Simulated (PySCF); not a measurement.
**Question.** Write a Z-matrix for `BN1C[C@@H]1C` as optimised with PBE0-D3(BJ)/def2-SVP.

**Answer.** 
Z-matrix in Å and degrees, rows numbered from 1:
```
B 
N   1  1.3802
C   2  1.4205  1  148.12
C   2  1.4223  1  148.06  3  -174.18
C   4  1.5033  2  119.26  3  -111.24
H   1  1.2099  2  118.89  3    -2.79
H   1  1.2107  2  118.64  3   177.33
H   3  1.0969  2  117.56  4  -108.86
H   3  1.0970  2  117.33  4   107.98
H   4  1.0994  2  114.93  3   106.18
H   5  1.1008  4  110.66  2   -81.05
H   5  1.1000  4  110.66  2    38.61
H   5  1.1007  4  110.85  2   159.18
```

N2 (boron-bound nitrogen) is planar (angles 148.1°, 148.1° and 63.7°, sum 359.9°, 0.02 Å off the plane of its three neighbours). The 3-membered ring N2–C3–C4 has internal angles of 58.1° to 63.7°. B1 (three-coordinate boron) is planar (angles 122.5°, 118.9° and 118.6°, sum 360.0°, 0.00 Å off the plane of its three neighbours).

The calculation used PBE0-D3(BJ)/def2-SVP geometry optimisation, gas phase (PySCF 2.14.0).

Point group: C1 (no symmetry element, even within 0.4 Å). Whether it is a minimum is left open (no frequencies).

Time: 70 s; peak memory 0.45 GiB. Hardware: Arm Neoverse N1, one thread, shared host with 64 logical CPUs at a one-minute load of 61. That covers the optimisation of the geometry.
